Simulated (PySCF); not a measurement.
Cl2H3NOSn. Atoms are numbered in the order given.

```xyz
8

N      2.1968     0.1656    -0.0923
Sn     0.1716     0.1773    -0.0800
O     -0.3664     1.9381    -0.7956
Cl    -0.6967    -0.0571     2.0903
Cl    -0.7658    -1.5815    -1.3440
H      2.5403     0.8858    -0.7315
H      2.5671    -0.7343    -0.4017
H     -1.2704     2.1778    -0.5430
```

Geometry optimised at B3LYP-D3(BJ)/def2-SVP. The def2 effective core potentials stand for the cores of Sn; spin–orbit coupling is left out. Other conformers were not sampled.

Computed with PySCF with C-PCM-M06-2X/def2-SVP.

The values are the electrostatic part of the solvation free energy, E(continuum) − E(gas) at the gas-phase geometry, in a cavity of scaled van der Waals radii (PySCF's table); cavitation and dispersion terms are not included. A continuum can't describe solvent molecules that bind to the metal. In vacuum the orbital gap is 8.66 eV. The dipole moment in vacuum is 1.54 D.

Computed values in water (ε = 78.36), n-hexane (ε = 1.88), dimethylsulfoxide (ε = 46.83):
| solvent | ε | ΔG(elec) (kcal/mol) | dipole (D) | gap (eV) |
|---|---|---|---|---|
| water | 78.36 | -9.6 | 1.99 | 8.58 |
| n-hexane | 1.88 | -4.3 | 1.73 | 8.63 |
| dimethylsulfoxide | 46.83 | -9.5 | 1.99 | 8.58 |
